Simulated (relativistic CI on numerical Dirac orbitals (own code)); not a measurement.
# Electric-dipole transitions in Nb XIV

Method of calculation: Dirac-Coulomb-Breit CI, orbitals from a KLI potential per configuration, a model potential for QED, unscaled Slater integrals (own radial code, finite nucleus).

CI space (outside the closed core [Ne] 3s2): 3p⁶3d¹⁰, 3p⁶3d⁹4s, 3p⁶3d⁹4p, 3p⁶3d⁹4d, 3p⁶3d⁸4s², 3p⁶3d⁸4s4p, 3p⁶3d⁹4f, 3p⁶3d⁹5s, 3p⁶3d⁸4p², 3p⁶3d⁹5p, 3p⁵3d¹⁰4s, 3p⁶3d⁸4s4d, 3p⁶3d⁹5d, 3p⁶3d⁸4p4d, 3p⁵3d¹⁰4p, 3p⁶3d⁹5f. Levels of other configurations are missing.

```csv
λ vac (Å),Lower,Upper,A (s⁻¹),E lower (eV),E upper (eV)
32.854,3p⁶3d¹⁰ ¹S0 [1],3p⁶3d⁹5f ¹P°1 [116],4.43e+12,0.000,377.377
39.179,3p⁶3d¹⁰ ¹S0 [1],3p⁶3d⁹4f ¹P°1 [55],5.16e+12,0.000,316.457
77.230,3p⁶3d⁹4s ³D3 [2],3p⁵3d¹⁰4s ³P°2 [72],4.04e+11,185.519,346.058
77.348,3p⁶3d⁹4p ³F°4 [10],3p⁵3d¹⁰4p ³D3 [115],4.25e+11,216.925,377.220
77.366,3p⁶3d⁹4p ³F°3 [7],3p⁵3d¹⁰4p ³D2 [114],4.56e+11,214.004,374.261
249.71,3p⁶3d⁹4p ³P°2 [6],3p⁶3d⁹4d ³P2 [20],3.53e+10,212.993,262.644
255.45,3p⁶3d⁹4p ³F°3 [7],3p⁶3d⁹4d ³G4 [19],4.64e+10,214.004,262.541
270.33,3p⁶3d⁹4p ³F°3 [15],3p⁶3d⁹4d ¹G4 [31],4.46e+10,220.390,266.254
270.49,3p⁶3d⁹4p ³F°4 [10],3p⁶3d⁹4d ³G5 [22],4.55e+10,216.925,262.763
271.29,3p⁶3d⁹4p ³D°3 [13],3p⁶3d⁹4d ³F4 [27],3.22e+10,218.696,264.398
273.60,3p⁶3d⁹4d ³G3 [29],3p⁶3d⁹4f ³H°4 [49],4.75e+10,265.493,310.809
273.92,3p⁶3d⁹4d ³G4 [19],3p⁶3d⁹4f ³H°5 [40],4.84e+10,262.541,307.804
276.69,3p⁶3d⁹4d ³G5 [22],3p⁶3d⁹4f ³H°6 [39],4.90e+10,262.763,307.572
277.24,3p⁶3d⁹4d ¹G4 [31],3p⁶3d⁹4f ¹H°5 [50],4.84e+10,266.254,310.976
278.32,3p⁶3d⁹4d ³F4 [27],3p⁶3d⁹4f ³G°5 [45],4.10e+10,264.398,308.945
373.70,3p⁶3d⁹4s ³D3 [2],3p⁶3d⁹4p ³D°3 [13],8.09e+09,185.519,218.696
394.77,3p⁶3d⁹4s ³D3 [2],3p⁶3d⁹4p ³F°4 [10],1.08e+10,185.519,216.925
395.08,3p⁶3d⁹4s ¹D2 [5],3p⁶3d⁹4p ³F°3 [15],1.01e+10,189.008,220.390
451.27,3p⁶3d⁹4s ³D3 [2],3p⁶3d⁹4p ³P°2 [6],6.88e+09,185.519,212.993
636.56,3p⁶3d⁹5d ³G5 [78],3p⁶3d⁹5f ³H°6 [97],1.33e+10,350.967,370.444
```

Terms are leading LS components. Brackets give the number of a level in order of energy, since labels repeat. The list gives strong lines, with weight on those to low levels, without lines whose two gauges differ by over a factor of 2.5, among the lowest 200 of 853 levels, so that lines to higher ones, which can be the strongest, are missing. Levels whose partners in the same complex of configurations lie outside the list can be far off, and so can their lines. Rates are taken at the computed energies, electric ones in the length gauge.

At this charge energies of transitions that change n are usually good to better than 1 %, and those within a shell (Δn = 0) to a few per cent.

(1) From the table, what is the radiative lifetime of 3p⁶3d⁹5f ¹P°1?

Results:

(1) The listed rates from this level add up to about 4.43e+12 s⁻¹, 99 % of its decay; with all channels τ = 2.23e-13 s.

LS names give the leading component of a level, which can be under half, so a name can repeat, a term be missing and a line seem to break the LS rules.
